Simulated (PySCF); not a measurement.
## Two-component Hartree-Fock for Mo(41+) (molybdenum, charge +41)

Start: 1s1; 1s1/2 filled at m_j = +1/2. Calculated with PySCF 2.14 in an uncontracted even-tempered set (15 s from 81 bohr⁻², ratio 2.4; 10 p from 100 bohr⁻², ratio 2.4; 3 d from 320 bohr⁻², ratio 2.6; 3 f from 480 bohr⁻², ratio 2.6): generalised Hartree-Fock with the X2C-1e Hamiltonian and a Gaussian nucleus; one run each with spin-orbit coupling (SO) switched off, then screened by Boettger's factors, then bare.

```
spinor shell  electrons  ε, spin-free (eV)  ε, screened SO (eV)  ε, bare SO (eV)  weight of nominal j (screened SO)  rms radius, screened SO (bohr)
       1s1/2          1           -24591.5             -24591.5         -24591.5                              1.000                          0.0396
```

```
   quantity   spin-free  screened SO     bare SO
E (hartree)  -903.71952   -903.71952  -903.71952
        M_J         1/2          1/2         1/2
       ⟨J²⟩       0.750        0.750       0.750
       ⟨L²⟩       0.000        0.000       0.000
       ⟨S²⟩       0.750        0.750       0.750
```

Breit and QED terms are absent; they matter most for the inner s and p1/2 levels.

Densities and radii are taken from the X2C orbitals without a picture-change correction, which distorts them close to the nucleus.

Without spin-orbit coupling the j labels of p, d and f shells carry no meaning; the spin-free column gives the mean over the occupied spinors of each nl shell.
